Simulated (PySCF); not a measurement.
A GIAO shielding run with PySCF 2.14.0 with density-fitted response routines (density fitting, non-relativistic, gas phase) on `FC[C@@]1(N[SiH3])[C@@H]2C[C@@H]21`, C5H10FNSi:

```
$ OMP_NUM_THREADS=1 python probes_run.py task.json out

{"job": {"kind": "nmr", "xc": "PBE0", "basis": "pcSseg-1"}, "charge": 0, "multiplicity": 1}
F     -0.620114     0.223603    -2.701859
C     -0.782696    -0.613041    -1.619160
C     -0.377549     0.097559    -0.337970
N      0.989129     0.504623    -0.307444
Si     2.289490    -0.537074     0.123607
C     -1.432052     0.942821     0.324392
C     -0.851353     0.893477     1.701926
C     -1.048241    -0.366756     0.917464
H     -1.836592    -0.907312    -1.603899
H     -0.143286    -1.483523    -1.799674
H      1.167482     1.234501    -0.982188
H      3.418590     0.369368     0.317814
H      2.636216    -1.559009    -0.879129
H      1.864430    -1.213889     1.347780
H     -2.341210     1.362197    -0.050367
H      0.154441     1.257827     1.859883
H     -1.525942     1.072403     2.529800
H     -1.569501    -1.271457     1.147369
```

Hardware: 1 thread of an Arm Neoverse N1, shared host. The job also computes population analyses, field gradients, ring-centre shieldings.

Q: How large is the calculation?

A: 70 electrons, 193 basis functions and 1017 auxiliary functions.

Q: How long does it take, and how much memory does it need?

A: 63 s of wall time, with 13 SCF cycles and 4 response iterations; peak memory 0.86 GiB. Times on a shared host scatter by some tens of per cent.
